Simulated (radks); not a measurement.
V V, 19 electrons, occupied as [Ar] 3d1. Calculated with a radial shooting solver on a logarithmic mesh with Libxc functionals: scalar-relativistic Kohn-Sham, LDA (Slater exchange, Perdew-Wang correlation), spin-polarised, spherical densities, point nucleus; open shells are filled with parallel spins first.

Unscreened Slater integrals over Kohn-Sham orbitals (hartree). They are taken over the spin-up orbitals.

integral      value
F0(3d,3d)   0.85010
F2(3d,3d)   0.40865
F4(3d,3d)   0.25745
F0(3d,3p)   0.88594
F2(3d,3p)   0.43002
G1(3d,3p)   0.53105
G3(3d,3p)   0.32623
F0(3d,3s)   0.90520
G2(3d,3s)   0.40890
F0(3d,2p)    1.1541
F2(3d,2p)   0.22440
G1(3d,2p)   0.16482
G3(3d,2p)  0.093488
F0(3p,3p)   0.93164
F2(3p,3p)   0.46945
F0(3p,3s)   0.95215
G1(3p,3s)   0.63345
F0(3p,2p)    1.2621
F2(3p,2p)   0.25356
G0(3p,2p)   0.10066
G2(3p,2p)   0.10479
F0(3s,3s)   0.97465
F0(3s,2p)    1.2942
G1(3s,2p)   0.10868
F0(2p,2p)    3.3300
F2(2p,2p)    1.5621

Derived for the open shells (J is the average intra-shell exchange parameter used in DFT+U). 3d: Racah B = F2/49 - 5 F4/441 = 0.005421 hartree, C = 35 F4/441 = 0.02043 hartree, C/B = 3.77, F4/F2 = 0.630, J = (F2 + F4)/14 = 0.04758 hartree.
